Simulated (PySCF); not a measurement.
**Worked example: entropy of an ideal gas**

Se(Me)(SH) (CH4SSe), SMILES C[Se]S.

Geometry optimised at PBE0-D3(BJ)/def2-SVP. The values are those of a single conformer.

PBE0-D3(BJ)/def2-SVP in PySCF gives the harmonic wavenumbers 141, 196, 310, 408, 606, 833, 904, 911, 1289, 1424, 1444, 2671, 3068, 3187, 3207 cm⁻¹ and the rotational temperatures 0.5036, 0.1734, 0.1338 K. The molar mass is 127.07 g/mol, the symmetry number 1, the spin multiplicity 1.

**Question.** Work out the entropy at 298.15 K and 1 atm in the rigid-rotor, harmonic-oscillator model.

**Answer.** 
Translation (Sackur–Tetrode at 1 atm): S = R[1.5 ln M + 2.5 ln T − 1.16487] = 169.2 J/(mol K).
Rotation: q = (√π/σ) T^1.5/√(θA θB θC) = 84400, S = R[ln q + 3/2] = 106.8 J/(mol K).
Vibration: with u = 1.4388 ν/T, each mode gives R[u/(e^u − 1) − ln(1 − e^−u)]:
```tsv
ν (cm⁻¹)	modes	u	S (J/(mol K))
141	1	0.68	11.67
196	1	0.95	9.08
310	1	1.50	5.70
408	1	1.97	3.91
606	1	2.92	1.84
833	1	4.02	0.76
904	1	4.36	0.58
911	1	4.40	0.56
1289	1	6.22	0.12
1424	1	6.87	0.07
1444	1	6.97	0.06
```
The stiffer modes add less than 0.005 each. Sum 34.3 J/(mol K).
Spin: R ln 1 = 0.0 J/(mol K).
Total 310.3 J/(mol K); the program's own thermochemistry gives 310.3. Translation makes up 55 % and vibration 11 %. Anharmonicity, hindered rotation and orbital degeneracy are left out.
